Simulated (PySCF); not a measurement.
Excitations are Tamm–Dancoff values on a coarser integration grid. The basis has no diffuse functions, so Rydberg states are missing or too high.

# F4Ge, SMILES `[F][Ge]([F])([F])[F]` (charge 0, multiplicity 1)

The numbers are results of PySCF 2.14.0 with PBE-D3(BJ)/def2-TZVP // B3LYP-D3(BJ)/def2-SVP, not measurements.

```yaml
HOMO: -10.47 eV
dipole_moment: 0.000 e·Å
HOMO–LUMO gap: 7.36 eV
LUMO: -3.11 eV
S1 excitation (TDA): 7.51 eV
S1 oscillator strength: 0.000
total_energy: -2476.0264 Ha
cost: roughly 2.6 core-minutes
```

```xyz
5

F      1.3034    -1.0943    -0.1087
Ge     0.0000     0.0000     0.0000
F      0.5627     1.5843    -0.2857
F     -1.1792    -0.4030    -1.1641
F     -0.6868    -0.0869     1.5585
```
